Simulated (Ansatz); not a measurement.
Isolated molecules relaxed with PBE0-D4/def2-TZVP in Ansatz; ΔE leaves out vibrations. CCSD(T)/CBS is the MP2 limit (def2-TZVPP, def2-QZVPP) plus CCSD(T) − MP2 in def2-TZVPP, frozen cores. This one scheme is used for every species. DFT in def2-TZVPP. B3LYP here is the variant with VWN-RPA as its local correlation; programs differ in this. HSE06 is defined as in plane-wave codes. For Br outer-core shells are correlated without core-valence functions, which leaves a few kJ/mol of doubt a bond. Scalar relativity is left out up to krypton. Each species was taken in one conformer, which may not be the lowest.

`[BH2][AlH][SiH3]` + `O[Si]Br` → `[SiH3]O[Si]Br` + `[BH2][AlH2]`  (cleavage of the Si–Al bond)

`[BH2][AlH][SiH3]`:

Cartesian coordinates in Å:
```
B -1.972 0.407 -0.949
Al -0.618 -0.692 0.236
Si 1.710 0.071 0.523
H -2.633 1.307 -0.509
H -2.116 0.210 -2.124
H -1.056 -2.023 0.998
H 1.904 0.600 1.906
H 2.094 1.161 -0.419
H 2.686 -1.042 0.339
```

`O[Si]Br`:

```xyz
4

O     1.087    0.027   -0.241
Si   -0.287    0.624   -0.898
Br   -1.859   -0.152    0.575
H     1.058   -0.498    0.565
```

`[SiH3]O[Si]Br`:

Z-matrix (Å, degrees):
```
Si
O 1 1.663
H 1 1.482 2 109.6
H 1 1.482 2 109.5 3 121.3
H 1 1.481 2 106.8 3 -119.3
Si 2 1.626 1 144.1 3 -59.9
Br 6 2.293 2 101.7 1 -0.0
```

`[BH2][AlH2]`:

```xyz
6

B    -0.388   -0.788   -0.685
Al    0.348    0.708    0.616
H    -1.559   -1.002   -0.835
H     0.330   -1.496   -1.336
H     0.598    2.195    0.098
H     0.671    0.383    2.142
```

```
           level  ΔE (kJ/mol)  difference from CCSD(T)/CBS
       r2SCAN-D4        -77.9                         10.4
        B3LYP-D4        -89.7                         -1.4
      r2SCAN0-D4        -81.8                          6.5
    CAM-B3LYP-D4        -95.2                         -6.9
         ωB97X-V        -86.2                          2.1
             PBE        -55.8                         32.5
          revPBE        -53.8                         34.5
            BLYP        -76.8                         11.5
          r2SCAN        -77.2                         11.1
           HSE06        -64.6                         23.7
       CAM-B3LYP        -91.9                         -3.6
         LC-ωPBE        -76.3                         12.0
     HF/def2-SVP       -104.2                        -15.9
CCSD(T)/def2-SVP        -83.8                          4.5
   HF/def2-QZVPP       -114.0                        -25.7
  MP2/def2-QZVPP        -98.3                        -10.0
     CCSD(T)/CBS        -88.3                            0
```

What do rigid-rotor, harmonic-oscillator terms from PBE0-D4/def2-TZVP frequencies (298.15 K, 1 bar) make of the CCSD(T)/CBS value? (Best estimate.)

The calculation gave: ΔZPE = -5.9 kJ/mol, ΔH = -94.8 kJ/mol, ΔS = -21 J/(mol·K), ΔG = -88.5 kJ/mol. Modes under 50 cm⁻¹ make the entropy rough.

Largest T1 diagnostic among the species: 0.013.

From BLYP to BHLYP (50 % exact exchange), in def2-TZVPP and without D4, ΔE moves by −19.4 kJ/mol. In def2-TZVPP, CCSD(T) changes the Hartree–Fock value by +24.3 kJ/mol (the triples alone add +2.9 kJ/mol) and MP2 by +14.7 kJ/mol.
